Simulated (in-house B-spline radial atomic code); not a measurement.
Computed with a B-spline radial atomic code. Model: two electrons, singlet ground state, non-relativistic, full CI in B-splines with partial waves to l = 8 (at full coupling up to 3e-4 hartree above the limit, correlation up to 0.6 % small), density held at that of full coupling by Lieb maximisation.

Along the adiabatic connection the electron repulsion is scaled by a coupling λ while a local potential keeps the density fixed. At λ = 0 the system is the Kohn-Sham one and W equals the exchange energy; the exchange-correlation energy is the area under W between 0 and 1. The kinetic energy rises with λ as the electrons avoid each other, with dT/dλ = −λ dW/dλ.

Command:
```bash
python run_ac.py task.json out
```
Settings (lengths in bohr, energies in hartree):
```
potential              coulomb
strength               2.65
lmax                   8
```

Run time, properties included: 7.6 s on 1 thread of Intel(R) Xeon(R) Processor @ 2.30GHz (shared host).

**W = mean repulsion less Hartree energy, and W of three functionals.**

Given: confinement point charge; nuclear charge 2.65; external potential -Z/r.

Computed: LDA exchange minus exact 199.57 millihartree; PBE exchange minus exact 20.691 millihartree.

```json
{"coupling": "0", "W xc (hartree)": "-1.4319", "W xc minus exchange (millihartree)": "0", "kinetic minus Kohn-Sham (millihartree)": "0", "LDA (PW92) W minus its exchange (millihartree)": "0", "PBE W minus its exchange (millihartree)": "0", "SCAN W minus its exchange (millihartree)": "0"}
{"coupling": "0.02", "W xc (hartree)": "?", "W xc minus exchange (millihartree)": "?", "kinetic minus Kohn-Sham (millihartree)": "?", "LDA (PW92) W minus its exchange (millihartree)": "?", "PBE W minus its exchange (millihartree)": "?", "SCAN W minus its exchange (millihartree)": "?"}
{"coupling": "0.05", "W xc (hartree)": "-1.4366", "W xc minus exchange (millihartree)": "-4.718", "kinetic minus Kohn-Sham (millihartree)": "0.1", "LDA (PW92) W minus its exchange (millihartree)": "-26.19", "PBE W minus its exchange (millihartree)": "-4.55", "SCAN W minus its exchange (millihartree)": "-4.52"}
{"coupling": "0.12", "W xc (hartree)": "-1.4431", "W xc minus exchange (millihartree)": "-11.198", "kinetic minus Kohn-Sham (millihartree)": "0.7", "LDA (PW92) W minus its exchange (millihartree)": "-50.74", "PBE W minus its exchange (millihartree)": "-10.99", "SCAN W minus its exchange (millihartree)": "-10.62"}
{"coupling": "0.25", "W xc (hartree)": "-1.4548", "W xc minus exchange (millihartree)": "-22.859", "kinetic minus Kohn-Sham (millihartree)": "2.8", "LDA (PW92) W minus its exchange (millihartree)": "-85.68", "PBE W minus its exchange (millihartree)": "-22.86", "SCAN W minus its exchange (millihartree)": "-21.44"}
{"coupling": "0.4", "W xc (hartree)": "-1.4677", "W xc minus exchange (millihartree)": "-35.743", "kinetic minus Kohn-Sham (millihartree)": "7", "LDA (PW92) W minus its exchange (millihartree)": "-117.75", "PBE W minus its exchange (millihartree)": "-36.2", "SCAN W minus its exchange (millihartree)": "-33.24"}
{"coupling": "0.6", "W xc (hartree)": "-1.484", "W xc minus exchange (millihartree)": "-52.034", "kinetic minus Kohn-Sham (millihartree)": "15.1", "LDA (PW92) W minus its exchange (millihartree)": "-152.96", "PBE W minus its exchange (millihartree)": "-53.26", "SCAN W minus its exchange (millihartree)": "-48.02"}
{"coupling": "0.8", "W xc (hartree)": "-1.4993", "W xc minus exchange (millihartree)": "-67.387", "kinetic minus Kohn-Sham (millihartree)": "25.9", "LDA (PW92) W minus its exchange (millihartree)": "-182.71", "PBE W minus its exchange (millihartree)": "-69.46", "SCAN W minus its exchange (millihartree)": "-61.86"}
{"coupling": "1", "W xc (hartree)": "-1.5138", "W xc minus exchange (millihartree)": "-81.879", "kinetic minus Kohn-Sham (millihartree)": "38.9", "LDA (PW92) W minus its exchange (millihartree)": "-208.69", "PBE W minus its exchange (millihartree)": "-84.83", "SCAN W minus its exchange (millihartree)": "-74.87"}
{"coupling": "1.4", "W xc (hartree)": "-1.5405", "W xc minus exchange (millihartree)": "-108.54", "kinetic minus Kohn-Sham (millihartree)": "70.8", "LDA (PW92) W minus its exchange (millihartree)": "-252.79", "PBE W minus its exchange (millihartree)": "-113.21", "SCAN W minus its exchange (millihartree)": "-98.79"}
{"coupling": "2", "W xc (hartree)": "?", "W xc minus exchange (millihartree)": "?", "kinetic minus Kohn-Sham (millihartree)": "?", "LDA (PW92) W minus its exchange (millihartree)": "?", "PBE W minus its exchange (millihartree)": "?", "SCAN W minus its exchange (millihartree)": "?"}
{"coupling": "3", "W xc (hartree)": "-1.6234", "W xc minus exchange (millihartree)": "-191.49", "kinetic minus Kohn-Sham (millihartree)": "248.9", "LDA (PW92) W minus its exchange (millihartree)": "-373.29", "PBE W minus its exchange (millihartree)": "-202.7", "SCAN W minus its exchange (millihartree)": "-174.05"}
{"coupling": "4.5", "W xc (hartree)": "-1.6779", "W xc minus exchange (millihartree)": "-245.98", "kinetic minus Kohn-Sham (millihartree)": "451.1", "LDA (PW92) W minus its exchange (millihartree)": "-446.44", "PBE W minus its exchange (millihartree)": "-263.29", "SCAN W minus its exchange (millihartree)": "-225.16"}
{"coupling": "7", "W xc (hartree)": "-1.7402", "W xc minus exchange (millihartree)": "-308.23", "kinetic minus Kohn-Sham (millihartree)": "803.4", "LDA (PW92) W minus its exchange (millihartree)": "-529.47", "PBE W minus its exchange (millihartree)": "-335.94", "SCAN W minus its exchange (millihartree)": "-286.09"}
{"coupling": "10", "W xc (hartree)": "-1.7888", "W xc minus exchange (millihartree)": "-356.83", "kinetic minus Kohn-Sham (millihartree)": "1211.3", "LDA (PW92) W minus its exchange (millihartree)": "-596.39", "PBE W minus its exchange (millihartree)": "-396.62", "SCAN W minus its exchange (millihartree)": "-335.75"}
```

What belongs in the row 0.02?

W xc (hartree): -1.4338; W xc minus exchange (millihartree): -1.896; kinetic minus Kohn-Sham (millihartree): 0; LDA (PW92) W minus its exchange (millihartree): -12.67; PBE W minus its exchange (millihartree): -1.81; SCAN W minus its exchange (millihartree): -1.83.

What belongs in the row 2?

W xc (hartree): -1.5755; W xc minus exchange (millihartree): -143.56; kinetic minus Kohn-Sham (millihartree): 130; LDA (PW92) W minus its exchange (millihartree): -305.87; PBE W minus its exchange (millihartree): -150.73; SCAN W minus its exchange (millihartree): -130.32.

What is the SCAN exchange minus exact?

-4.7387 millihartree.

**Energy parts, natural occupations and partial-wave weights.**

Computed: total energy -5.5207 hartree; correlation energy -0.042989 hartree; initial slope twice GL2 -0.095111 hartree; kinetic part over minus potential part 0.47497; Hartree energy 2.8639 hartree; Kohn-Sham kinetic 5.4815 hartree; Lieb Oxford ratio E_xc over LDA exchange 1.1968.

| natural | occupation of the shell (electrons) |
| --- | --- |
| s | 1.9914 |
| p | 0.0043901 |
| s | 0.0036704 |
| d | 0.00020351 |
| p | ? |
| s | 6.9684e-05 |

What belongs in the row p?

occupation of the shell (electrons): 0.00015068.

```tsv
wave	weight
s	0.99759
p	0.0022778
d	0.00011402
f	?
g	3.7167e-06
```

What belongs in the row f?

weight: 1.6009e-05.

What is the kinetic part of the DFT correlation energy?

0.03889 hartree.

What is the exchange energy?

-1.4319 hartree.

Half-way to full coupling W has made 54 % of its drop, against 50 % for a straight line, and second-order (GL2) theory, half the initial slope, overshoots the correlation energy by about 11 %: a moderate bend, as in light atoms. Over couplings 0 to 1 the errors in E_xc come to about +115 millihartree for LDA, +20 millihartree for PBE, -1.4 millihartree for SCAN, so SCAN is nearest. In LDA and PBE and SCAN the errors of exchange and correlation have opposite signs, so the sum is smaller than the larger of the two.
